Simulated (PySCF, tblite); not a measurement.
C4H14Si3.
SMILES: `[SiH3]C(C(=C)C)([SiH3])[SiH3]`

Method: PBE0/pcSseg-1 in PySCF (dipole) on a GFN2-xTB geometry, gas phase.

Masses are those of the commonest isotopes; rigid-rotor values at the optimised geometry. 

Q: What are A, B and C (MHz)?

A: Ia = 370.96, Ib = 398.36, Ic = 439.27 u·Å²; 505379 MHz·u·Å²/I gives A = 1362, B = 1269, C = 1150 MHz.

Q: Classify the top.

A: An asymmetric top: κ = (2 × 1269 − 1362 − 1150)/(1362 − 1150) = 0.12.

Q: What does the inertial defect say?

A: Not planar: Δ = Ic − Ia − Ib = -330.05 u·Å². For a rigid frame Δ = −2 Σ m c², so Σ m c² = 165.02 u·Å² lies off the ab plane: 29.84 from hydrogen and 135.18 from heavier atoms. The atom farthest from that plane is 2.58 Å away.

Q: Give the other two planar moments, Paa and Pbb, and the rms extents of the mass along the axes.

A: Paa = Σ m a² = (Ib + Ic − Ia)/2 = 233.34 and Pbb = Σ m b² = (Ia + Ic − Ib)/2 = 205.93 u·Å². With the mass M = 146.04 u, the rms extents √(P/M) along a, b and c are 1.26, 1.19, 1.06 Å.

Q: Give the coordinates in the principal-axis frame, origin at the centre of mass.

A: The sense of each axis is arbitrary; atoms in the order of the calculation.
| atom | mass (u) | a (Å) | b (Å) | c (Å) |
| --- | --- | --- | --- | --- |
| C1 | 12.000 | 1.359 | -1.937 | -0.353 |
| C2 | 12.000 | 1.200 | -0.628 | -0.207 |
| C3 | 12.000 | 2.409 | 0.264 | -0.211 |
| C4 | 12.000 | -0.132 | 0.031 | -0.007 |
| Si5 | 27.977 | -0.251 | 1.704 | -0.930 |
| Si6 | 27.977 | -1.591 | -1.059 | -0.603 |
| Si7 | 27.977 | -0.339 | 0.324 | 1.874 |
| H8 | 1.008 | 2.337 | -2.375 | -0.474 |
| H9 | 1.008 | 0.534 | -2.628 | -0.359 |
| H10 | 1.008 | 2.382 | 0.957 | 0.627 |
| H11 | 1.008 | 3.322 | -0.325 | -0.147 |
| H12 | 1.008 | 2.446 | 0.850 | -1.129 |
| H13 | 1.008 | 0.099 | 1.512 | -2.341 |
| H14 | 1.008 | -1.621 | 2.213 | -0.841 |
| H15 | 1.008 | 0.633 | 2.728 | -0.364 |
| H16 | 1.008 | -1.807 | -2.237 | 0.243 |
| H17 | 1.008 | -1.349 | -1.488 | -1.982 |
| H18 | 1.008 | -2.829 | -0.276 | -0.552 |
| H19 | 1.008 | 0.677 | 1.254 | 2.379 |
| H20 | 1.008 | -0.183 | -0.949 | 2.582 |
| H21 | 1.008 | -1.657 | 0.896 | 2.151 |

Q: Where do the levels up to J = 5 lie, in K?

A: Above 0(0,0), as E/k:
J = 1: 1(0,1) 0.116, 1(1,1) 0.121, 1(1,0) 0.126
J = 2: 2(0,2) 0.345, 2(1,2) 0.347, 2(1,1) 0.364, 2(2,1) 0.378, 2(2,0) 0.381
J = 3: 3(0,3) 0.685, 3(1,3) 0.685, 3(1,2) 0.718, 3(2,2) 0.726, 3(2,1) 0.738, 3(3,1) 0.764, 3(3,0) 0.765
J = 4: 4(0,4) 1.134, 4(1,4) 1.135, 4(1,3) 1.185, 4(2,3) 1.188, 4(2,2) 1.214, 4(3,2) 1.232, 4(3,1) 1.239, 4(4,1) 1.281, 4(4,0) 1.281
J = 5: 5(0,5) 1.694, 5(1,5) 1.694, 5(1,4) 1.761, 5(2,4) 1.762, 5(2,3) 1.806, 5(3,3) 1.816, 5(3,2) 1.835, 5(4,2) 1.868, 5(4,1) 1.871, 5(5,1) 1.928, 5(5,0) 1.928

Q: Predict some low-J microwave lines.

A: The dipole components are |μa| = 0.76 D, |μb| = 0.06 D, |μc| = 0.00 D. The squared components, which scale the intensities, stand as 1.00 : 0.01 : 0.00 (a : b : c). Some lines, for components of 0.1 D or more:

```csv
type,branch,"J(Ka,Kc)",MHz,lower level (cm⁻¹)
a,Q,"2(1,1) ← 2(1,2)",354,0.241
a,Q,"3(1,2) ← 3(1,3)",685,0.476
a,R,"1(0,1) ← 0(0,0)",2419,0.000
a,R,"2(1,2) ← 1(1,1)",4720,0.084
a,R,"2(0,2) ← 1(0,1)",4776,0.081
a,R,"2(1,1) ← 1(1,0)",4956,0.088
a,R,"3(1,3) ← 2(1,2)",7048,0.241
a,R,"3(0,3) ← 2(0,2)",7075,0.240
a,R,"3(2,2) ← 2(2,1)",7257,0.262
a,R,"3(1,2) ← 2(1,1)",7378,0.253
a,R,"3(2,1) ← 2(2,0)",7440,0.265
```

Q: Estimate the classical rotational partition function at 100 K, 200 K and 298.15 K.

A: Point group C1, symmetry number σ = 1; q = (√π/σ)·√((kT/h)³/(ABC)), k/h = 20836.6 MHz/K: 120000 at 100 K, 338000 at 200 K, 615000 at 298.15 K.

Its GFN2-xTB frequencies are all real (lowest 42 cm⁻¹). Constants of a rigid frame at the computed geometry: no zero-point averaging, no centrifugal distortion. A rigid rotor knows nothing of internal rotation, which can split or shift real lines.

Conformer computed: `[CH2:1]=[C:2]([CH3:3])[C:4]([SiH3:5])([SiH3:6])[SiH3:7]`: C1–C2–C4–Si5 -142°.
